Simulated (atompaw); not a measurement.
# Reading a pseudo-wave (arsenic (As))

Columns: radius, all-electron u(r) and pseudo u(r) of the 4s shell (level -14.49 eV) of arsenic in the configuration [Ar] 3d10 4s2 4p3; PBE, scalar-relativistic, PAW (atompaw) scheme, atompaw 4.2.0.5.

```csv
r (bohr),all-electron,pseudo
0.065,0.0343,0.0272
0.131,0.2311,0.0555
0.196,0.1369,0.0845
0.262,-0.0695,0.1156
0.327,-0.2479,0.1483
0.392,-0.3512,0.1833
0.458,-0.3756,0.2212
0.523,-0.3365,0.2609
0.588,-0.2544,0.3028
0.654,-0.1452,0.3471
0.719,-0.0260,0.3920
0.785,0.0970,0.4384
0.850,0.2134,0.4841
0.915,0.3211,0.5291
0.981,0.4193,0.5733
1.046,0.5038,0.6146
1.112,0.5772,0.6536
1.177,0.6376,0.6882
1.242,0.6868,0.7187
1.308,0.7263,0.7449
1.373,0.7557,0.7657
1.438,0.7768,0.7815
1.504,0.7906,0.7923
1.569,0.7976,0.7980
1.635,0.7989,0.7989
1.700,0.7951,0.7951
```

Task: How many radial nodes do the two functions have?

Result: The all-electron 4s function has n − l − 1 = 3 (the table is too coarse to show those close to the nucleus); the pseudo-wave has 0, since the states of the same l below it are removed with the core.

Task: Where does each function peak?

Result: Outermost all-electron maximum near 1.64 bohr, pseudo maximum near 1.64 bohr (to the table’s step).

Task: Is the pseudo-wave norm-conserving?

Result: No, it belongs to a PAW set: the norm inside the radius is not constrained, and the difference is carried by the augmentation charge.
